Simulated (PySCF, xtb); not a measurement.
Al(Cl)(Me)(NHMe) (C2H7AlClN), SMILES C[NH][Al]([CH3])[Cl]. The values are those of a single conformer.

Harmonic wavenumbers (cm⁻¹) from GFN2-xTB run with xtb at its own minimum, in rising order: 60, 89, 102, 125, 167, 222, 229, 462, 506, 579, 593, 667, 729, 1018, 1108, 1118, 1288, 1317, 1415, 1444, 1456, 1490, 1501, 2916, 2940, 2950, 2954, 2966, 3015, 3338.

Question: What does PBE-D3(BJ)/def2-SVP (PySCF) give at its own minimum? (The exact figures need the calculation; the answer reports its results.)

Answer: 61, 111, 114, 151, 160, 196, 279, 462, 539, 620, 646, 690, 758, 1042, 1097, 1136, 1168, 1336, 1375, 1377, 1401, 1412, 1446, 2914, 2968, 2972, 3034, 3067, 3077, 3493. Paired by order, the mean absolute difference is 42 cm⁻¹ and the zero-point energies are 55.4 and 55.9 kcal/mol.
